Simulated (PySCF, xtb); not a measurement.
C3H6GeO, SMILES C#C[CH2][GeH2][OH].

GFN2-xTB (xtb 6.7.1) at its own geometry gives an orbital gap of 6.47 eV and a dipole moment of 0.90 D.

Geometry: B3LYP-D3(BJ)/def2-SVP. This is a generated structure with no PubChem entry under its InChIKey; it may be hypothetical. The values are those of a single conformer.

What does PBE/def2-TZVP (PySCF) give? (An estimate is asked for; the answer gives what the named calculation found.)

gap 5.59 eV (levels -6.30 and -0.71 eV), dipole 1.11 D.
